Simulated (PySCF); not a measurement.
## Zinc: a sound run and one with changed settings

Sound run: Zn⁺ [Ar] 3d10 4s1, Zn²⁺ [Ar] 3d10. Computed with PySCF 2.14 in x2c-SVPall (5s3p3d1f, 36 functions), with scalar relativity by spin-free X2C-1e. The sound run starts from symmetry-adapted Hartree-Fock orbitals and uses a fine grid where one is needed.

Changed run: radial step 0.5 in ln r (0.13 in the sound run). This setting is unsound on purpose.

```json
{"species": "Zn⁺", "method": "UHF", "sound run (hartree)": "-1793.65477", "changed run (hartree)": "-1793.65477", "converged": "yes"}
{"species": "Zn⁺", "method": "TPSS", "sound run (hartree)": "-1795.24948", "changed run (hartree)": "-1795.33698", "converged": "yes"}
{"species": "Zn⁺", "method": "BP86", "sound run (hartree)": "-1795.52062", "changed run (hartree)": "-1795.60928", "converged": "yes"}
{"species": "Zn²⁺", "method": "UHF", "sound run (hartree)": "-1793.03597", "changed run (hartree)": "-1793.03597", "converged": "yes"}
{"species": "Zn²⁺", "method": "TPSS", "sound run (hartree)": "-1794.57693", "changed run (hartree)": "-1794.66034", "converged": "yes"}
{"species": "Zn²⁺", "method": "BP86", "sound run (hartree)": "-1794.83336", "changed run (hartree)": "-1794.91998", "converged": "yes"}
```

Ionisation energy of Zn⁺:

| method | sound run (eV) | changed run (eV) |
| --- | --- | --- |
| UHF | 16.838 | 16.838 |
| TPSS | 18.301 | 18.412 |
| BP86 | 18.701 | 18.757 |

A coarse radial grid mis-integrates the density and the exchange-correlation energy, with errors of either sign; Hartree-Fock needs no grid.

For comparison, NIST gives 17.964 eV between the lowest levels.
